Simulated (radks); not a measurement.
The numbers below are computed, except where a source is named.
All-electron atom: Cs51+ in [He] 2s2. Level of theory: Dirac Kohn-Sham, PBE, spin-unpolarised, spherical densities, finite nucleus; Fermi nuclear charge, rms radius 4.8041 fm (a radial shooting solver on a logarithmic mesh with Libxc functionals).

Normalised radial functions P(r) = r R(r) (large component), r in bohr:

| r | 2s1/2 | 2p1/2 |
|---|---|---|
| 0.002582 | 0.7790 | 0.0671 |
| 0.003129 | 0.8985 | 0.0877 |
| 0.003791 | 1.0287 | 0.1153 |
| 0.004593 | 1.1669 | 0.1523 |
| 0.005521 | 1.3026 | 0.1996 |
| 0.00669 | 1.4406 | 0.2650 |
| 0.008106 | 1.5642 | 0.3519 |
| 0.009744 | 1.6553 | 0.4609 |
| 0.01181 | 1.7028 | 0.6083 |
| 0.01431 | 1.6779 | 0.7973 |
| 0.01733 | 1.5527 | 1.0343 |
| 0.02083 | 1.3125 | 1.3105 |
| 0.02525 | 0.9138 | 1.6486 |
| 0.03059 | 0.3537 | 2.0278 |
| 0.03677 | -0.3226 | 2.4084 |
| 0.04455 | -1.1282 | 2.7856 |
| 0.05398 | -1.9490 | 3.0874 |
| 0.06541 | -2.6607 | 3.2488 |
| 0.07862 | -3.1112 | 3.2149 |
| 0.09526 | -3.2291 | 2.9485 |
| 0.1154 | -2.9507 | 2.4623 |
| 0.1387 | -2.3804 | 1.8630 |
| 0.1681 | -1.6361 | 1.2181 |
| 0.2037 | -0.9406 | 0.6752 |
| 0.2468 | -0.4377 | 0.3062 |
| 0.2967 | -0.1660 | 0.1143 |
| 0.3595 | -0.0449 | 0.0306 |

2s1/2: eigenvalue -9903.9 eV, 1 radial node at r = 0.0338 bohr, <r> = 0.106 bohr, 90 % of the charge inside 0.163 bohr. 2p1/2 (empty): eigenvalue -9764.4 eV, 0 radial nodes, <r> = 0.0878 bohr, 90 % of the charge inside 0.143 bohr.
